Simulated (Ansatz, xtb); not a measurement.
Stretching the Pb1–H2 bond in H2OPb (SMILES [OH][PbH]) (multiplicity 1 held, fragments rigid). Energies count from the point at 1.879 Å.
Geometry at that point (charge 0, multiplicity 1):
```xyz
4

Pb    -0.120    -0.102     0.141
H     -1.486     0.021    -1.143
O      1.299     0.894    -1.058
H      0.945     1.158    -1.914
```

Unrestricted levels (U-) break spin symmetry where that is lower. Active spaces are followed from a long bond inwards. Left out are points that failed, MP2 points that dive below the minimum, coupled-cluster points behind a jump of the amplitudes or a sharp parting from full CI or MRCI, small-basis points behind a change of solution, and semi-empirical points at long bonds. Levels need not reach the same state.

Cores are frozen in the correlated methods. Filled d and f shells under p-block atoms count as core.

Codes used: Ansatz (a program for electronic structure); xtb for the GFN methods. Values without a source in brackets are computed. In def2 rows elements past Kr take small-core potentials, without spin–orbit coupling. The GFN methods have no spin term and hold the electronic entropy of 300 K.

Energies in kcal/mol.

| R (Å) | GFN2-xTB | U-HF/def2-SVP | U-SCS-MP2/def2-SVP | U-CCSD(T)/def2-SVP | FIC-MRCISD on CASSCF(2,2)/def2-SVP | FIC-MRCISD+Q on CASSCF(2,2)/def2-SVP |
|---|---|---|---|---|---|---|
| 1.503 | 21.4 | 23.8 | 25.0 | 25.6 | 25.7 | 25.5 |
| 1.691 | 3.3 | 4.1 | 4.7 | 5.1 | 5.1 | 5.0 |
| 1.879 | 0.0 | 0.0 | 0.0 | 0.0 | 0.0 | 0.0 |
| 2.067 | 3.1 | 3.7 | 3.1 | 2.5 | 2.5 | 2.6 |
| 2.255 | 9.2 | 11.1 | 9.9 | 8.7 | 8.6 | 8.7 |
| 2.536 | 21.8 | 23.8 | 27.9 | 20.3 | 19.9 | 20.1 |
| 2.818 | 35.2 | 31.5 | 41.4 | 31.7 | 30.8 | 31.0 |
| 3.288 | 54.9 | 37.1 | 50.8 | 46.5 | 44.5 | 44.8 |
| 3.758 | 69.3 | 39.0 | 53.8 | 54.0 | 52.0 | 52.3 |
| 4.321 | 79.5 | 39.7 | 54.9 | 56.2 | 55.4 | 55.8 |
| 5.073 | 84.9 | 39.9 | 55.2 | 56.7 | 56.6 | 56.9 |
| 6.012 | left out | 40.0 | 55.3 | 56.8 | 56.8 | 57.2 |

Doubts at one or more of the structures used: a spin-contaminated determinant (U-HF/def2-SVP, U-SCS-MP2/def2-SVP, U-CCSD(T)/def2-SVP); T1 above 0.05 (U-CCSD(T)/def2-SVP).
